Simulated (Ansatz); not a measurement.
A calculation with Ansatz (development build ahead of 0.2.0).

```yaml
crystal:
  periodic: [false, false, false]
  atoms:
    - { symbol: C, position_ang: [-0.72987, -0.48583, -1.2433] }
    - { symbol: Br, position_ang: [0.18638, 0.15684, 0.34077] }
    - { symbol: H, position_ang: [-1.2947, -1.36976, -0.9694] }
    - { symbol: H, position_ang: [-1.3894, 0.30068, -1.59231] }
    - { symbol: H, position_ang: [0.01829, -0.72246, -1.99142] }
basis:
  gaussian: { orbitals: def2-TZVP }
total_charge: 1
magnetization:
  spin_polarized: true
  initial_magnetization: 1
hamiltonian:
  xc: hf
correlation:
  method: mp2
  frozen_orbitals: { Br: 9, C: 1, H: 0 }
output:
  forces: true
```

The input is written out in the form of the current development build from the run's settings.

The run gave:

```json
{
  "Converged": "yes",
  "Reference energy": "-2611.69264 hartree",
  "Correlation energy": "-0.41122 hartree",
  "Total energy": "-2612.10387 hartree",
  "Spin squared of the determinant": "0.761",
  "Stability test": "minimum"
}
```

Forces (eV/Å):
```json
{"atom": "C1", "Fx": "0.525", "Fy": "0.323", "Fz": "-0.671"}
{"atom": "Br2", "Fx": "-0.348", "Fy": "-0.222", "Fz": "-0.295"}
{"atom": "H3", "Fx": "-0.157", "Fy": "-0.229", "Fz": "0.508"}
{"atom": "H4", "Fx": "-0.217", "Fy": "0.231", "Fz": "0.320"}
{"atom": "H5", "Fx": "0.196", "Fy": "-0.102", "Fz": "0.138"}
```

Caution: MP2 on this radical cation hangs on the determinant chosen; the determinant breaks the point group.
